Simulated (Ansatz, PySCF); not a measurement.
TeCl2, SMILES Cl[Te]Cl.

Geometry optimised at PBE-D3(BJ)/def2-TZVP. The isomer is the one that the SMILES or the coordinates give; other isomers of the formula were not compared. The def2 effective core potentials stand for the cores of Te; spin–orbit coupling is left out.

Vertical ionisation energy (IE) and electron affinity (EA) in eV. Rows of orbital energies are one-electron estimates. Where ΔSCF, EOM or ADC give a negative EA the extra electron is unbound and the value depends on the basis.

| level | IE | EA |
|---|---|---|
| −ε(HOMO), −ε(LUMO), r2SCAN/def2-TZVPD (PySCF) | 5.84 | 3.59 |
| −ε(HOMO), −ε(LUMO), PBE/def2-TZVPD (PySCF) | 5.60 | 3.71 |
| ΔSCF, ωB97X-V/def2-SVPD (Ansatz), final states of multiplicity 2 and 2 | 9.11 | 1.13 |
| ΔSCF, PBE/def2-SVPD (Ansatz), final states of multiplicity 2 and 2 | 8.65 | 1.19 |

Task: What vertical singlet–triplet gap does ΔSCF give with ωB97X-V/def2-SVPD (Ansatz, a first-principles code) and with PBE/def2-SVPD (Ansatz)? (An estimate is asked for; the answer gives what the named calculation found.)

Result: 1.95 and 1.60 eV (triplet above singlet where positive).
